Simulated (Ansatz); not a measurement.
Stepwise reaction of `[O]=[Mo](=[S])([Cl])[Cl]` with hydrogen fluoride, as a gas-phase model of exchange steps in deposition or etching. ΔE in kJ/mol; ΔG adds harmonic PBE0-D4 terms to CCSD(T)/CBS, at 1 bar.

Program: Ansatz. Geometries: PBE0-D4/def2-TZVP. ΔE: electronic, gas phase. CCSD(T)/CBS is the MP2 limit (def2-TZVPP, def2-QZVPP) plus CCSD(T) − MP2 in def2-TZVPP, frozen cores. This one scheme is used for every species. DFT in def2-TZVPP. B3LYP here is the variant with VWN-RPA as its local correlation; programs differ in this. Elements past krypton have def2 core potentials. For Mo outer-core shells are correlated without core-valence functions, which leaves a few kJ/mol of doubt a bond.

| step | reaction | PBE-D4 | B3LYP-D4 | ωB97M-V | CCSD(T)/CBS | ΔG(600 K) |
| --- | --- | --- | --- | --- | --- | --- |
| 2 | `[O]=[Mo]([F])(=[S])[Cl]` + H–F → `[O]=[Mo]([F])([F])=[S]` + HCl | 7.2 | 8.0 | 4.6 | 21.3 | 15.2 |

Give the row of step 1, `[O]=[Mo](=[S])([Cl])[Cl]` + H–F → `[O]=[Mo]([F])(=[S])[Cl]` + HCl. (An estimate is asked.)

Ansatz gave: 
| step | reaction | PBE-D4 | B3LYP-D4 | ωB97M-V | CCSD(T)/CBS | ΔG(600 K) |
| --- | --- | --- | --- | --- | --- | --- |
| 1 | `[O]=[Mo](=[S])([Cl])[Cl]` + H–F → `[O]=[Mo]([F])(=[S])[Cl]` + HCl | 8.8 | 10.0 | 6.1 | 23.1 | 16.9 |

By hand: ΔE of the 2 steps together at CCSD(T)/CBS.

(23.1) + (21.3) = 44.4 kJ/mol, or 22.2 kJ/mol a step.

In ΔE the steps differ by no more than 1.8 kJ/mol. All are uphill at CCSD(T)/CBS. ΔG lies between 15.2 and 16.9 kJ/mol a step. PBE-D4 differs from CCSD(T)/CBS by -14.3 to -14.1 kJ/mol a step. Isolated molecules leave out the surface, adducts and barriers. Largest T1 diagnostic: 0.025.
